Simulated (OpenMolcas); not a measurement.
Rh5+ (d4) among equal point charges was computed by CASSCF with the d shell active (OpenMolcas, ANO-RCC-VDZP on the metal). Its lowest spin-free states, and all those of the highest spin:

```csv
2S+1,Degeneracy,E (cm-1)
5,1,0.0
5,1,3975
5,2,11373
5,1,12884
3,1,22824
3,2,22927
3,1,23368
3,1,25027
3,2,25684
3,1,26491
3,1,26765
3,2,28192
```

Task: Is the site octahedral, tetrahedral or cube-like, axial, or of lower symmetry?

Result: The states with 2S+1 = 5 have orbital degeneracies 1, 1, 2, 1. There are pairs but no triples, so the site is axial: not cubic, but with a proper or improper axis of order three or more. The run had Rh5+ among 4 point charges of -1.3 e arranged as a square (D4h), 1.93 Å from the ion.

Without dynamic correlation the repulsion within the d shell is too large (B by tens of per cent), so at a given field states of lower spin stand too high. Point charges give a weaker field than real ligands, and real ions of this kind are as a rule low spin; the high spin found here belongs to the model. This is an electrostatic model: the charges have no orbitals. No measured value stands beside these numbers.
